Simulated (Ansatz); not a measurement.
Geometry optimisation, RKS r2SCAN-D4/6-31G* in Ansatz 0.2.0.

The input (input.yaml):

```yaml
crystal:
  periodic: [false, false, false]
  atoms:
    - { symbol: B, position_ang: [0.0, 0.0, 0.0] }
    - { symbol: O, position_ang: [0.0, 0.0, 1.76] }
    - { symbol: H, position_ang: [-0.9095, -0.2814, 2.0971] }
    - { symbol: F, position_ang: [1.1431, 0.0, -0.66] }
    - { symbol: H, position_ang: [-1.0305, 0.0, -0.595] }
    - { symbol: P, position_ang: [0.0991, 2.0949, 0.6969] }
    - { symbol: H, position_ang: [0.6595, 2.1347, 2.001] }
    - { symbol: H, position_ang: [0.9104, 2.8515, -0.1895] }
    - { symbol: H, position_ang: [0.0529, 1.1187, 1.6935] }
basis:
  gaussian: { orbitals: "6-31G*" }
hamiltonian:
  xc: r2scan
  dispersion: d4
relax:
  f_tol: 0.15
  max_steps: 25
  restrain:
    - { distance: [0, 5], at: 3.11, k: 30.0 }
    - { distance: [8, 1], at: 2.21, k: 30.0 }
    - { distance: [0, 1], at: 1.41, k: 30.0 }
    - { distance: [8, 5], at: 1.42, k: 30.0 }
```

Command:

```bash
$ ansatz run input.yaml --threads 2 --pin off --max-ram 3072MiB --backend cpu --events-out ev --progress --plain --runs-dir out
```

Where does it end, and by what steps?

The forces met the threshold. The restraints hold the end off the free minimum. After 11 steps the energy has fallen by 5.513 eV (the restraints' own energy left out); H7 moved furthest, 1.17 Å.

```json
{"step": "0", "energy less start (eV)": "0.0000", "largest force component (eV/Å)": "5.888", "accepted": "yes"}
{"step": "1", "energy less start (eV)": "-0.4297", "largest force component (eV/Å)": "3.702", "accepted": "yes"}
{"step": "2", "energy less start (eV)": "-1.2406", "largest force component (eV/Å)": "3.642", "accepted": "yes"}
{"step": "3", "energy less start (eV)": "-2.3954", "largest force component (eV/Å)": "2.589", "accepted": "yes"}
{"step": "4", "energy less start (eV)": "-3.7069", "largest force component (eV/Å)": "2.071", "accepted": "yes"}
{"step": "5", "energy less start (eV)": "-4.5415", "largest force component (eV/Å)": "1.792", "accepted": "yes"}
{"step": "6", "energy less start (eV)": "-5.1162", "largest force component (eV/Å)": "1.274", "accepted": "yes"}
{"step": "7", "energy less start (eV)": "-5.3586", "largest force component (eV/Å)": "1.304", "accepted": "yes"}
{"step": "8", "energy less start (eV)": "-5.4494", "largest force component (eV/Å)": "1.019", "accepted": "yes"}
{"step": "9", "energy less start (eV)": "-5.4775", "largest force component (eV/Å)": "0.887", "accepted": "yes"}
{"step": "10", "energy less start (eV)": "-5.4925", "largest force component (eV/Å)": "1.113", "accepted": "yes"}
{"step": "11", "energy less start (eV)": "-5.5129", "largest force component (eV/Å)": "0.884", "accepted": "yes"}
```

```xyz
9
Properties=species:S:1:pos:R:3
B -0.029 -0.243 0.108
O -0.081 -0.758 1.387
H -0.991 -0.746 1.716
F 1.157 -0.224 -0.487
H -0.998 0.129 -0.493
P -0.032 2.732 1.052
H 1.027 3.236 1.860
H 0.850 2.349 0.008
H 0.021 1.444 1.653
```

The run took 29 s on 2 threads of Arm Neoverse V2, with other jobs on the host, peak memory 0.18 GiB.
